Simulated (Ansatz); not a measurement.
Geometry optimisation, Ansatz 0.2.0, RHF/def2-SVP.

input.yaml

```yaml
crystal:
  periodic: [false, false, false]
  atoms:
    - { symbol: Si, position_ang: [0.051042, -0.018925, 0.079769] }
    - { symbol: H, position_ang: [-0.198076, -0.136318, 1.507312] }
    - { symbol: O, position_ang: [1.423388, -0.675068, -0.393255] }
    - { symbol: Si, position_ang: [2.702938, -1.48858, -1.071324] }
    - { symbol: H, position_ang: [2.180827, -2.500068, -2.008924] }
    - { symbol: H, position_ang: [3.559221, -0.521872, -1.781078] }
    - { symbol: H, position_ang: [3.458274, -2.139762, 0.015157] }
    - { symbol: F, position_ang: [-0.058237, 1.474445, -0.432109] }
    - { symbol: F, position_ang: [-1.141685, -0.835659, -0.714978] }
    - { symbol: O, position_ang: [-2.578894, 0.209875, 1.231186] }
    - { symbol: Al, position_ang: [-3.091636, -0.950427, 0.056675] }
    - { symbol: H, position_ang: [-3.062616, -2.47903, 0.46973] }
    - { symbol: H, position_ang: [-3.968217, -0.401453, -1.126992] }
    - { symbol: H, position_ang: [-2.00773, 0.022341, 1.986333] }
basis:
  gaussian: { orbitals: def2-SVP }
hamiltonian:
  xc: hf
relax:
  f_tol: 0.03
  max_steps: 50
```

Launched with:

```bash
$ ansatz run input.yaml --threads 4 --pin off --max-ram 5120MiB --backend cpu --events-out ev --progress --plain --runs-dir out
```

**Question.** Where does it end, and by what steps?

**Answer.** It converged. After 33 steps the energy has fallen by 0.331 eV; H14 moved furthest, 1.50 Å.

| step | energy less start (eV) | largest force component (eV/Å) | accepted |
| --- | --- | --- | --- |
| 0 | 0.0000 | 1.336 | yes |
| 2 | -0.1648 | 1.682 | yes |
| 4 | -0.2480 | 0.423 | yes |
| 6 | -0.2750 | 0.116 | yes |
| 8 | -0.2802 | 0.200 | yes |
| 10 | -0.2799 | 0.650 | no |
| 12 | -0.2852 | 0.471 | no |
| 14 | -0.2884 | 0.160 | yes |
| 16 | -0.2895 | 0.123 | yes |
| 18 | -0.2918 | 0.212 | yes |
| 20 | -0.3017 | 0.137 | yes |
| 22 | -0.3191 | 0.146 | yes |
| 24 | -0.3251 | 0.563 | yes |
| 26 | -0.0783 | 4.175 | no |
| 28 | -0.3290 | 0.219 | yes |
| 30 | -0.3303 | 0.065 | yes |
| 32 | -0.3310 | 0.051 | no |
| 33 | -0.3313 | 0.016 | yes |

```xyz
14
Properties=species:S:1:pos:R:3
Si 0.152 -0.311 0.406
H 0.106 -0.486 1.836
O 1.507 -0.865 -0.237
Si 2.719 -1.383 -1.245
H 2.147 -2.288 -2.260
H 3.333 -0.211 -1.897
H 3.720 -2.098 -0.431
F -0.085 1.181 -0.078
F -1.042 -1.193 -0.332
O -2.537 0.177 1.253
Al -3.028 -1.030 0.111
H -3.279 -2.477 0.686
H -3.663 -0.544 -1.253
H -2.782 1.087 1.259
```

Whether the end is a true minimum wasn't checked by a vibrational analysis.

The run took 62 s on 4 threads of Arm Neoverse V1, with other jobs on the host, peak memory 0.35 GiB.
